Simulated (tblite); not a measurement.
C$_{3}$H$_{7}$O$_{3}$, charge +1, singlet, geometry from GFN2-xTB; GFN1-xTB with ALPB(water) (tblite).

Input for tblite:
```
$ tblite run mol.xyz --method gfn1 --charge 1 --spin 0 --alpb water --json tblite.json --no-restart

# file mol.xyz
13

C      2.36032587     0.21027198     0.09300496
O      1.14551794    -0.55820417     0.15594659
C     -0.00951576    -0.02715137     0.00403954
O     -0.22212090     1.23115050    -0.21869515
O     -0.99568903    -0.82311189     0.08402118
C     -2.34622995    -0.34687137    -0.06931354
H      2.39393837     0.96155530     0.88501374
H      3.15559100    -0.51563358     0.25805874
H      2.49053887     0.66328619    -0.89221433
H      0.55192752     1.82013155    -0.27546974
H     -2.58196553     0.38903115     0.69983258
H     -2.48650404     0.09427892    -1.05644025
H     -2.97267123    -1.22882050     0.04465250
```

The log (banner, timings and long lists left out):

```
xTB calculator
 | screened Coulomb repulsion
 | Coulomb electrostatics
 |  * isotropic Klopman-Ohno-Mataga-Nishimoto electrostatics
 |  * onsite third-order electrostatics
 | DFT-D3(BJ) dispersion correction
 | Interactions (3)
 | [1] alpb/gbsa reaction field model
 | [2] cds contribution to solvation
 | [3] empirical free energy shift and standard state/solvent correction

halogen bonding energy    0.0000000000000E+00 Eh
repulsion energy          1.9579894559426E-01 Eh
dispersion energy        -3.5548761155884E-03 Eh
interaction energy        2.7470153491489E-03 Eh
number of electrons       3.6000000000000E+01 e
integral cutoff           1.9731147476801E+01 bohr

------------------------------------------------------------
  cycle        total energy    energy error   density error
------------------------------------------------------------
      1     -23.37580919236  -2.3570800E+01   6.2288521E-01
      2     -23.83488973454  -4.5908054E-01   3.0892422E-01
      3     -23.83936148643  -4.4717519E-03   1.5249254E-01
      4     -23.83972858570  -3.6709927E-04   2.1920074E-02
      5     -23.84057000491  -8.4141921E-04   7.8314372E-03
      6     -23.84073657750  -1.6657259E-04   4.2194716E-03
      7     -23.84079810810  -6.1530598E-05   2.1399375E-04
      8     -23.84079818876  -8.0664467E-08   6.7413832E-05
      9     -23.84079820494  -1.6180458E-08   1.3730023E-05
------------------------------------------------------------

electronic energy        -2.4035789289769E+01 Eh
total energy             -2.3840798204941E+01 Eh

Post processing:
 | Mayer-Wiberg bond orders

[Info] JSON dump of results written to 'tblite.json'
```
